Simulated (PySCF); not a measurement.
This script is equivalent to a calculation on Sn⁺ (tin, charge +1).

```python
from pyscf import gto, scf, dft, mp, cc
import basis_set_exchange as bse
mol = gto.M(atom="Sn 0 0 0", charge=1, spin=1, symmetry="D2h",
            basis=gto.basis.parse(bse.get_basis("x2c-QZVPPall", elements=["Sn"], fmt="nwchem")),
            nucmod="G")
mf = dft.UKS(mol, xc="PBE").sfx2c1e()
mf.irrep_nelec = {'Ag': (9, 9), 'B1g': (2, 2), 'B2g': (2, 2), 'B3g': (2, 2), 'B1u': (3, 3), 'B2u': (4, 3), 'B3u': (3, 3)}
mf.kernel()
```

Problem. What total energy does it give?

Solution. -6175.87 hartree (calculated).

Problem. Which occupied shell lies highest, and where?

Solution. 5p α, at -10.634 eV.

Problem. What is ⟨S²⟩, and what would a pure spin state give?

Solution. 0.752, against 0.75.
